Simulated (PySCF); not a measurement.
Si(H)(I)2(Me) (CH4I2Si), SMILES C[SiH](I)I. The structure is a stationary point at B3LYP-D3(BJ)/def2-SVP. The def2 effective core potentials stand for the cores of I; spin–orbit coupling is left out.

Computed with PySCF with B3LYP-D3(BJ)/def2-SVP.

Harmonic wavenumbers (cm⁻¹): 83, 154, 179, 185, 312, 380, 650, 717, 724, 821, 888, 1266, 1421, 1427, 2251, 3034, 3132, 3145. Rotational constants (GHz): 2.879, 0.4745, 0.4186; symmetry number 1.

**Question.** Work out the zero-point energy and the ideal-gas rigid-rotor harmonic-oscillator thermochemistry at 298.15 K and 1 atm.

**Answer.** ZPE = ½ Σ hcν = ½ × 20770 cm⁻¹ = 124.23 kJ/mol. H − E(el) = 144.17 kJ/mol. Entropy in J/(mol K): translation 179.80, rotation 128.48, vibration 61.89, total 370.17. G − E(el) = 33.80 kJ/mol. Cp = 95.01 J/(mol K). Modes under 150 cm⁻¹ make the vibrational entropy uncertain.
